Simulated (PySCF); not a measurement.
Polarisability and C₆ of Mn⁺ (manganese, charge +1)

[Ar] 3d6, high-spin 5D determinant (an excited configuration). Calculation: PySCF 2.14, in x2c-QZVPPall with one added diffuse shell each of s, p, d, f, g type (12s8p6d5f3g, 128 functions); the spin-free X2C one-electron Hamiltonian (Gaussian nucleus). Coupled (time-dependent) response in atomic units; α is the mean over directions.

```tsv
method	mean α (bohr³)	α xx, yy, zz	C₆ (like pair)	S(−4)
PBE0	12.41	13.74, 13.74, 9.729	44.64	233.6
```

S(−4) is the Cauchy moment in α(ω) = α(0) + S(−4) ω² + …

α(iu) at PBE0:

| u (hartree) | α(iu) (bohr³) |
| --- | --- |
| 0 | 12.41 |
| 0.0500 | 11.87 |
| 0.100 | 10.71 |
| 0.200 | 8.362 |
| 0.300 | 6.698 |
| 0.500 | 4.745 |
| 0.750 | 3.443 |
| 1.00 | 2.670 |
| 1.50 | 1.785 |
| 2.00 | 1.291 |
| 3.00 | 0.7680 |
| 5.00 | 0.3632 |

A single London oscillator, α(iu) = α/(1 + u²/ω²), gives C₆ = (3/4) ω α². Matching the computed C₆ needs ω = 4 × 44.64 / (3 × 12.41²) = 0.386 hartree.

For an ion, C₆ is the dispersion term alone; charge-induced terms of lower order in 1/R come first.

The components differ because the open shell of this determinant is not spherical; for a pure term their mean is the scalar polarisability.
